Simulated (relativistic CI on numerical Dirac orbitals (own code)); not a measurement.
# Xe LIV: sensitivity of the levels to the model

Base calculation: Dirac-Coulomb-Breit CI, orbitals from a KLI potential per configuration, QED by a radiative potential.

Configurations in the expansion: 1s, 2s, 2p, 3s, 3p, 3d, 4s, 4p, 4d, 4f, 5s, 5p, 5d, 5f, 5g, 6s, 6p, 6d. Levels of other configurations are missing.

The lowest level and the first level of each name with at least 55 % of one term (blank where a level has no safe partner in the second run):

| Level | Base (eV) | Shift (eV) |
| --- | --- | --- |
| 1s 2S_1/2 | 0.0 | 0.0 |
| 2p 2P°_1/2 | 30856.8 | +43.5 |
| 2s 2S_1/2 | 30864.0 | +36.7 |
| 2p 2P°_3/2 | 31284.1 | +42.8 |
| 3p 2P°_1/2 | 36706.6 | +43.7 |
| 3s 2S_1/2 | 36708.8 | +41.7 |
| 3d 2D_3/2 | 36833.4 | +43.8 |
| 3p 2P°_3/2 | 36833.6 | +43.5 |
| 3d 2D_5/2 | 36872.5 | +43.7 |
| 4p 2P°_1/2 | 38736.2 | +43.7 |
| 4s 2S_1/2 | 38737.1 | +42.9 |
| 4d 2D_3/2 | 38789.5 | +43.8 |
| 4p 2P°_3/2 | 38789.6 | +43.6 |
| 4f 2F°_5/2 | 38806.1 | +43.8 |

Q: One thing was changed in a second run, which moved the levels as shown. Which?
A. Breit term removed
B. configuration mixing switched off
C. QED terms removed
D. non-relativistic limit

A: C. QED terms removed. QED shifts follow the density of s (and p1/2) electrons at the nucleus, so configurations move by their count of such electrons; where none moves, the smaller shifts of p3/2 electrons and of j = l + 1/2 against j = l − 1/2 set the pattern.
